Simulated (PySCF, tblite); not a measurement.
Isomers of C7H12FNSi. Calculated harmonic vibrations of the isolated species, GFN2-xTB (tblite), most abundant isotopes, no scaling. Against measured fundamentals such values can be off by several per cent, at times by over 20. Modes of hydrogen on silicon can be 10 to 20 % off. One conformer each.

Electronic energies: PBE0/pcSseg-1 single points on the GFN2-xTB geometries (PySCF, gas phase).

```csv
SMILES,"electronic energy, lowest = 0 (kJ/mol)"
CC[C@@H]1C[C@H](C#N)[C@@H](F)[SiH2]1,9.8
C[C@@H](F)[C@@H]1CC[Si@H]1CC#N,0.0
CC/C(=C\[SiH2]CF)CC#N,82.2
```

Q: How do GFN2-xTB zero-point energies change the relative energies?

A: 
```
                              SMILES  ZPE (kJ/mol)  of it from modes above 1550 cm⁻¹  electronic (kJ/mol)  with ZPE, lowest = 0 (kJ/mol)  lowest mode (cm⁻¹)  rings
      C[C@@H](F)[C@@H]1CC[Si@H]1CC#N         455.9                             225.7                  0.0                            0.0                  28      1
CC[C@@H]1C[C@H](C#N)[C@@H](F)[SiH2]1         454.6                             220.1                  9.8                            8.6                  42      1
               CC/C(=C\[SiH2]CF)CC#N         444.0                             230.3                 82.2                           70.3                  23      0
```

The zero-point energies span 11.9 kJ/mol, from `CC/C(=C\[SiH2]CF)CC#N` to `C[C@@H](F)[C@@H]1CC[Si@H]1CC#N`. The order is unchanged.

Q: And how do the electronic energies of GFN2-xTB itself compare?

A: `C[C@@H](F)[C@@H]1CC[Si@H]1CC#N` 58.6; `CC[C@@H]1C[C@H](C#N)[C@@H](F)[SiH2]1` 0.0; `CC/C(=C\[SiH2]CF)CC#N` 92.2 kJ/mol, lowest = 0. Against the energies above, taken from the same isomer `C[C@@H](F)[C@@H]1CC[Si@H]1CC#N`, the largest difference is 68.4 kJ/mol.
